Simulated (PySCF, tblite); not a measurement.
Isomers of [C4H9F3P]+ (charge +1), one GFN2-xTB conformer each. Single-point energies are computed at PBE0/pcSseg-1 (PySCF, gas phase, no added dispersion term), electronic only.

Question: Rank them by PBE0/pcSseg-1 energy, lowest first (kcal/mol).
A. `[CH3:1][PH+:2]([CH3:3])[CH2:4][C:5]([F:6])([F:7])[F:8]` (charge +1) with C1–P2–C4–C5 81°
B. `[CH3:1][PH2+:2][CH2:3][CH2:4][C:5]([F:6])([F:7])[F:8]` (charge +1) with C1–P2–C3–C4 168°, P2–C3–C4–C5 46°

Answer: A (0.0), B (8.4).

GFN2-xTB itself gives, in the same order: 0.0, 1.4. Both levels put the same isomer lowest.

Q: Which frontier levels and rotational constants go with these structures?

A: 
```csv
SMILES,"HOMO (eV, PBE0/pcSseg-1)",LUMO (eV),"A, B, C (MHz)"
C[PH+](C)CC(F)(F)F,-15.37,-4.31,"2724, 1191, 1063"
C[PH2+]CCC(F)(F)F,-14.95,-4.37,"3790, 931.0, 886.0"
```

Q: What happens when harmonic zero-point energies from GFN2-xTB frequencies are added?

A: 
```
            SMILES  ZPE (kcal/mol)  electronic (kcal/mol)  with ZPE (kcal/mol)
C[PH+](C)CC(F)(F)F            77.2                    0.0                  0.0
 C[PH2+]CCC(F)(F)F            77.6                    8.4                  8.8
```

The zero-point energies span 0.4 kcal/mol. The order is unchanged.
